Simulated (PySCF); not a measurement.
## AsHF: bend–stretch map

These are results of UPBE0/[As def2-TZVP, H def2-TZVP, F def2-TZVP], no relativity, density fitting, PySCF, not measurements.

Rigid scan from the doublet minimum (As–F 1.747 Å, As–H 1.536 Å; F–As–H 94.2°). Coordinate: rows scale both bonds, columns set the H–As–F angle. Energies in kJ/mol from the minimum.

Give the energy map for rows 0.94, 0.97, 1.00, 1.03, 1.06, 1.10 and columns 90, 105, 120, 135, 150, 165, 180.


| scale \ angle | 90 | 105 | 120 | 135 | 150 | 165 | 180 |
| --- | --- | --- | --- | --- | --- | --- | --- |
| 0.94 | 28.3 | 34.0 | 76.7 | 150.1 | 250.2 | 374.4 | 414.4 |
| 0.97 | 7.8 | 14.8 | 56.2 | 126.2 | 221.0 | 336.4 | 432.3 |
| 1.00 | 1.5 | 9.2 | 48.9 | 115.3 | 204.5 | 311.0 | 394.9 |
| 1.03 | 6.0 | 14.1 | 51.9 | 114.6 | 198.1 | 295.9 | 369.9 |
| 1.06 | 19.0 | 27.1 | 62.9 | 121.7 | 199.6 | 289.4 | 355.1 |
| 1.10 | 45.9 | 53.8 | 86.7 | 140.5 | 211.2 | 291.5 | 348.1 |

And the size of the dipole moment (D) on the same grid?


```csv
scale \ angle,90,105,120,135,150,165,180
0.94,1.26,1.25,1.31,1.44,1.59,1.68,1.21
0.97,1.53,1.49,1.50,1.56,1.64,1.64,0.88
1.00,1.81,1.74,1.71,1.73,1.75,1.69,1.11
1.03,2.09,2.01,1.95,1.93,1.90,1.80,1.35
1.06,2.36,2.28,2.20,2.15,2.09,1.96,1.59
1.10,2.72,2.63,2.54,2.46,2.37,2.22,1.92
```

The bond scale of lowest energy on the grid is 1.00 at 90°, 1.00 at 105°, 1.00 at 120°, 1.03 at 135°, 1.03 at 150°, 1.06 at 165°, 1.10 (edge) at 180°.

Other isomers or separated fragments may lie lower.

The scan took 78 s on 2 threads of a shared Intel Xeon 6975P-C (Granite Rapids) host; the process peaked at 0.81 GiB. Launch command: `OMP_NUM_THREADS=2 python axn.py task.json out`.
